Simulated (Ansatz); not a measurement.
Gas-phase electronic energies from Ansatz, PBE0-D4/def2-TZVP geometries. CCSD(T)/CBS adds triple-zeta CCSD(T) − MP2 to the extrapolated MP2 energy (def2 sets, frozen cores). DFT in def2-TZVPP. Each species was taken in one conformer, which may not be the lowest.

`F[SiH2]BC[SiH3]` + `COBF` → `COB(F)[SiH2]F` + `BC[SiH3]`  (formal exchange of groups at the Si–B bond)

Q: Is it downhill or uphill in electronic energy at CCSD(T)/CBS, and by how much? (An estimate is asked.)

A: Computed: Uphill: ΔE = +11.5 kJ/mol.

Q: What do these levels give: r2SCAN-D4, PBE0-D4, B2PLYP, MP2/def2-QZVPP, SCS-MP2/def2-QZVPP, HF/CBS(def2)? (An estimate is asked.)

A: Ansatz gave: r2SCAN-D4 10.1, PBE0-D4 11.4, B2PLYP 9.2, MP2/def2-QZVPP 12.1, SCS-MP2/def2-QZVPP 11.0, HF/CBS(def2) 10.2 kJ/mol.

Largest T1 diagnostic among the species: 0.013.
